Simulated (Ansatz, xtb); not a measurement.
Species: C₃H₆O, charge 0, multiplicity 1. SMILES: [C@@H]1(CO1)C
Geometry from a B3LYP-D3(BJ)/def2-TZVP (Ansatz, a quantum-chemistry and plane-wave program) optimisation:
```
C
H 1 1.0883
O 1 1.4326 2 113.21
C 3 1.4309 1 61.46 2 108.79
H 4 1.0859 3 115.26 1 -111.45
H 4 1.0864 5 115.42 3 138.05
C 1 1.5007 2 115.53 3 -138.24
H 7 1.0905 1 110.63 2 -179.55
H 7 1.0919 8 108.34 1 121.39
H 7 1.0926 8 108.70 9 117.14
```
Charge 0, spin multiplicity 1.

Harmonic wavenumbers from GFN2-xTB (xtb, at its own minimum), cm⁻¹: 162, 364, 409, 844, 910, 949, 1034, 1053, 1097, 1106, 1131, 1148, 1276, 1392, 1415, 1470, 1484, 1499, 2980, 3031, 3032, 3035, 3040, 3051.

Problem. Give the harmonic wavenumbers at B3LYP-D3(BJ)/def2-TZVP (Ansatz, finite differences of forces, unscaled).

Solution. 209, 368, 413, 773, 846, 909, 975, 1043, 1131, 1158, 1167, 1190, 1295, 1407, 1441, 1483, 1497, 1532, 3033, 3084, 3091, 3092, 3115, 3167 cm⁻¹. Zero-point energy 53.5 kcal/mol.

Problem. From these and the geometry, give the ideal-gas thermochemistry at 298.15 K and 1 atm (rigid rotor, harmonic oscillator).

Solution. Point group C1, rotational symmetry number 1. Rotational constants 18.21, 6.676, 5.948 GHz. S(trans) 38.10, S(rot) 23.61, S(vib) 5.07, S(elec, spin only) 0.00, S 66.8 cal/(mol K). H(298) - H(0) 3.36 kcal/mol; G - E(el) 36.9 kcal/mol.
